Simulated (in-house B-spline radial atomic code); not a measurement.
The numbers below are computed, except where a source is named.
## Two electrons in Ge: a Gaussian well −V exp(−r²/w²) with V = 46.5 meV and w = 21.5 nm

For Ge the NSM archive of the Ioffe Institute lists m_l = 1.6 m0, m_t = 0.08 m0 and ε = 16.2; the model takes one isotropic valley with the conductivity mass 3/(1/m_l + 2/m_t) = 0.117 m0, and so misses anisotropy and the other valleys. All triplets below are those of one valley; with several valleys two electrons can form a triplet in the 1s orbital itself, at an energy set by the valley splitting.

Effective-mass model with parabolic bands, a uniform dielectric constant, no image charges, no central-cell or spin-orbit terms. Two-electron levels come from full CI in B-splines with partial waves to l = 5 (up to 0.001 effective hartree above the limit).

Question: What are the effective units, and what is the potential in them?

Answer: Ha* = 27211.386 meV × 0.117/16.2² = 12.13 meV and a* = 0.0529177 nm × 16.2/0.117 = 7.327 nm. V = 3.83 Ha* and w = 2.93 a*.

In these units the lowest s and p orbitals lie at -2.525367 and -1.737509, and their Coulomb and exchange integrals are J_ss = 0.714631, J_sp = 0.576487 and K_sp = 0.1112. Full CI gives -4.406066 for the ground singlet, -3.816060 for the sp triplet, -3.645964 for the sp singlet and -3.229942 for the lowest triplet of two s orbitals.

Question: What does it cost to add the second electron, to first order and exactly?

Answer: To first order E = 2ε_s + J_ss = -4.336103, so the charging energy E(2) − 2E(1) is J_ss = 8.669 meV. CI gives -4.406066 − 2 × (-2.525367) = 0.644668, or 7.821 meV: relaxation and correlation lower it by 0.8487 meV, 9.8 % of J_ss. The s² configuration of one-electron orbitals holds 96.4 % of the state, and the mean radius is 10.1 nm. The second electron is bound by ε_s − E = 22.82 meV, against 30.64 meV for the first.

Question: How far above the singlet do the triplets lie?

Answer: To first order the sp triplet lies at ε_s + ε_p + J_sp − K_sp = -3.797566, which is 6.533 meV above 2ε_s + J_ss. CI gives -3.816060 − (-4.406066) = 0.590006, or 7.158 meV, 75 % of the orbital spacing of 9.558 meV. The ss triplet lies 14.27 meV up, so the lower of the two is the sp one, and its gap equals k_BT at 83.1 K. The sp singlet-triplet splitting is 2.063 meV, against 2K_sp = 2.697 meV.
